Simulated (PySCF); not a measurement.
Isomers of C6H9F3Si, mass 166.043 u with the commonest isotopes. Theory: PBE0/pcSseg-1 in PySCF (dipole) on a GFN2-xTB geometry, gas phase. One conformer each, none proved a minimum here; rigid rotors.

Question: Order these by rotational constant A, largest first.
A. `[F:1][C:2]([F:3])=[C:4]([F:5])[CH2:6][SiH2:7][CH:8]1[CH2:9][CH2:10]1` with C2–C4–C6–Si7 99°, C4–C6–Si7–C8 -58°, C6–Si7–C8–C9 158°
B. `[CH:1]#[C:2][CH2:3][C@:4]([F:5])([SiH2:6][CH3:7])[CH:8]([F:9])[F:10]` with C2–C3–C4–F5 -64°, C3–C4–Si6–C7 155°, C3–C4–C8–F9 169°
C. `[CH2:1]=[CH:2][CH2:3][SiH2:4][CH2:5][C:6]([F:7])=[C:8]([F:9])[F:10]` with C1–C2–C3–Si4 -105°, C2–C3–Si4–C5 60°, C3–Si4–C5–C6 69°, Si4–C5–C6–F7 -78°

Answer: C (1937 MHz), B (1685 MHz), A (1471 MHz).

Question: Order these by rotational constant B, smallest first.
A. `[F:1][C:2]([F:3])=[C:4]([F:5])[CH2:6][SiH2:7][CH:8]1[CH2:9][CH2:10]1` with C2–C4–C6–Si7 99°, C4–C6–Si7–C8 -58°, C6–Si7–C8–C9 158°
B. `[CH2:1]=[CH:2][CH2:3][SiH2:4][CH2:5][C:6]([F:7])=[C:8]([F:9])[F:10]` with C1–C2–C3–Si4 -105°, C2–C3–Si4–C5 60°, C3–Si4–C5–C6 69°, Si4–C5–C6–F7 -78°
C. `[CH:1]#[C:2][CH2:3][C@:4]([F:5])([SiH2:6][CH3:7])[CH:8]([F:9])[F:10]` with C2–C3–C4–F5 -64°, C3–C4–Si6–C7 155°, C3–C4–C8–F9 169°

Answer: B (604.8 MHz), A (770.3 MHz), C (818.2 MHz).

Question: Order these by out-of-plane moment Σ m c² = (Ia + Ib − Ic)/2, smallest first.
A. `[CH:1]#[C:2][CH2:3][C@:4]([F:5])([SiH2:6][CH3:7])[CH:8]([F:9])[F:10]` with C2–C3–C4–F5 -64°, C3–C4–Si6–C7 155°, C3–C4–C8–F9 169°
B. `[CH2:1]=[CH:2][CH2:3][SiH2:4][CH2:5][C:6]([F:7])=[C:8]([F:9])[F:10]` with C1–C2–C3–Si4 -105°, C2–C3–Si4–C5 60°, C3–Si4–C5–C6 69°, Si4–C5–C6–F7 -78°
C. `[F:1][C:2]([F:3])=[C:4]([F:5])[CH2:6][SiH2:7][CH:8]1[CH2:9][CH2:10]1` with C2–C4–C6–Si7 99°, C4–C6–Si7–C8 -58°, C6–Si7–C8–C9 158°

Answer: B (54.78 u·Å²), A (102.93 u·Å²), C (109.53 u·Å²).

```csv
SMILES,point group,Ia (u·Å²),Ib (u·Å²),Ic (u·Å²),κ,μa (D),μb (D),μc (D)
FC(F)=C(F)C[SiH2]C1CC1,C1,343.61,656.10,780.65,-0.70,1.60,0.32,1.04
C=CC[SiH2]CC(F)=C(F)F,C1,260.92,835.60,986.96,-0.87,1.54,1.19,0.55
C#CC[C@](F)([SiH2]C)C(F)F,C1,299.97,617.65,711.76,-0.78,0.15,0.90,0.56
```
